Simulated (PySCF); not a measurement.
Species: C5H10O4Si.
Numbering: `[CH3:1][CH2:2][C@:3]1([O:4][CH:5]=[O:6])[CH2:7][O:8][SiH2:9][O:10]1`

Definitions: NICS(0) = −σiso at the ring centroid; NICS(1) = −σiso and NICS(1)zz = −σzz at ±1 Å along the ring normal z. Level: GIAO PBE0/pcSseg-1 (PySCF, non-relativistic, gas phase) on the GFN2-xTB geometry, one conformer.

Ring bond lengths (Å), with Mayer bond orders in brackets: C3–C7 1.558 (0.99), C7–O8 1.388 (0.91), O8–Si9 1.638 (0.98), Si9–O10 1.651 (0.90), O10–C3 1.374 (0.95).

**Question.** What do the NICS probes read (ppm)?

**Answer.** 
```tsv
ring	type	NICS(0)	NICS(1), two faces	NICS(1)zz, two faces	rms pucker (Å)	centre to ring atoms, mean (Å)
C3–C7–O8–Si9–O10	5-membered ring with 2 O and Si; formal bonds all single	-6.7	-1.4 / -3.0	-7.8 / -5.8	0.04	1.29
```

**Question.** What can be read from them?

**Answer.** 
- C3–C7–O8–Si9–O10: mean NICS(1)zz -6.8 ppm, shielded. C3, C7, Si9 have four or more neighbours, so the value isn't read as a sign of a π ring current.

The run took 2.1 min on one thread of an Intel Xeon at 2.50 GHz, shared host with 64 logical CPUs at a one-minute load of 58, and the process peaked at 1.1 GiB of memory. This is the whole shielding run at PBE0/pcSseg-1, SCF included.
